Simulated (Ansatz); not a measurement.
Cost and result for the atomization energy of `F[C@@H]1[C@@H](F)C(F)(F)C(F)(F)[C@H]1F` (15 atoms, 15 bonds).

```xyz
15

F    -1.942    1.482    0.337
C    -1.011    0.716   -0.314
C     0.402    1.212   -0.046
F     0.779    2.207   -0.894
C     1.253   -0.043   -0.214
F     2.483    0.062    0.296
F     1.356   -0.360   -1.519
C     0.395   -1.116    0.486
F     0.559   -0.966    1.821
F     0.730   -2.357    0.146
C    -1.061   -0.749    0.138
F    -1.537   -1.548   -0.859
H    -1.211    0.756   -1.388
H     0.493    1.567    0.985
H    -1.689   -0.864    1.025
```

Total charge 0; spin multiplicity 1. Geometry: relaxed with PBE0-D4/def2-TZVP. Program: Ansatz. All runs use 4 threads of an AMD EPYC 7R13 on a shared host and a share of an NVIDIA H100 80 GB. Times are those of one run each, without the atoms' runs, and a repeat can differ threefold. Electronic energies, without spin–orbit coupling; frozen cores. CCSD(T)/CBS adds CCSD(T) − MP2 in def2-TZVPP to the MP2 limit, and its time is that of the two runs behind it. T1 = 0.012. HSE06 is the plane-wave form, built on full-range PBE exchange.

CCSD(T)/CBS is a level of theory with its own doubt, some kJ/mol a heavy atom from the limit and from the frozen cores, so smaller differences don't rank the functionals.

```json
{"level": "r2SCAN-D4/def2-TZVPP (with forces)", "functions": "414", "atomization (kcal/mol)": "1545.3", "difference from CCSD(T)/CBS": "16.4", "per bond": "1.1"}
{"level": "CCSD(T)/def2-SVP", "functions": "183", "atomization (kcal/mol)": "1460.2", "difference from CCSD(T)/CBS": "-68.7", "per bond": "-4.6"}
{"level": "MP2/def2-QZVPP", "functions": "774", "atomization (kcal/mol)": "1579.1", "difference from CCSD(T)/CBS": "50.2", "per bond": "3.3"}
{"level": "BLYP-D4/def2-TZVPP", "functions": "414", "atomization (kcal/mol)": "1535.9", "difference from CCSD(T)/CBS": "7.0", "per bond": "0.5"}
{"level": "PBE-D4/def2-TZVPP (with forces)", "functions": "414", "atomization (kcal/mol)": "1608.3", "difference from CCSD(T)/CBS": "79.4", "per bond": "5.3"}
{"level": "CCSD(T)/def2-TZVPP", "functions": "414", "atomization (kcal/mol)": "1486.7", "difference from CCSD(T)/CBS": "-42.2", "per bond": "-2.8"}
{"level": "CCSD(T)/CBS(def2)", "functions": "–", "atomization (kcal/mol)": "1528.9", "difference from CCSD(T)/CBS": "0.0", "per bond": "0.0"}
{"level": "ωB97X-V/def2-TZVPP", "functions": "414", "atomization (kcal/mol)": "1542.2", "difference from CCSD(T)/CBS": "13.3", "per bond": "0.9"}
{"level": "B2PLYP/def2-TZVPP", "functions": "414", "atomization (kcal/mol)": "1510.4", "difference from CCSD(T)/CBS": "-18.5", "per bond": "-1.2"}
{"level": "HSE06-D4/def2-TZVPP", "functions": "414", "atomization (kcal/mol)": "1552.5", "difference from CCSD(T)/CBS": "23.6", "per bond": "1.6"}
{"level": "PBE0-D4/def2-TZVPP", "functions": "414", "atomization (kcal/mol)": "1550.8", "difference from CCSD(T)/CBS": "21.9", "per bond": "1.5"}
{"level": "revPBE-D4/def2-TZVPP", "functions": "414", "atomization (kcal/mol)": "1545.6", "difference from CCSD(T)/CBS": "16.7", "per bond": "1.1"}
{"level": "B97M-V/def2-TZVPP", "functions": "414", "atomization (kcal/mol)": "1532.3", "difference from CCSD(T)/CBS": "3.4", "per bond": "0.2"}
```

Question: Order the runs by time, with rough figures. (Best estimate.)

Answer: The calculation gave: revPBE-D4/def2-TZVPP 2.8 s; BLYP-D4/def2-TZVPP 3.3 s; PBE-D4/def2-TZVPP (with forces) 3.3 s; HSE06-D4/def2-TZVPP 3.9 s; PBE0-D4/def2-TZVPP 4 s; CCSD(T)/def2-SVP 4.7 s; r2SCAN-D4/def2-TZVPP (with forces) 5.5 s; B97M-V/def2-TZVPP 5.5 s; B2PLYP/def2-TZVPP 6.5 s; MP2/def2-QZVPP 8 s; ωB97X-V/def2-TZVPP 8.1 s; CCSD(T)/def2-TZVPP 33 s; CCSD(T)/CBS(def2) 41 s.

Leaving LDA and LC-ωPBE aside and taking each functional with its dispersion term where it has one, the values, not all of them listed here, spread over 164.6 kcal/mol, from BHLYP-D4 to PBE-D4. LDA lies +266.4 kcal/mol from PBE without D4, its usual overbinding. The D4 term adds +14.8 kcal/mol with B3LYP and +7.9 kcal/mol with PBE0; it sums over pairs of atoms, weighted by their polarisabilities, and B3LYP, whose exchange is more repulsive, gets the larger term. From r2SCAN to r2SCAN0 (25 % exact exchange), in def2-TZVPP and without D4, the atomization energy moves by −46.7 kcal/mol: exact exchange takes away binding that semilocal exchange gives to molecules.

B3LYP here is the variant with VWN-RPA as its local correlation; programs differ in this.
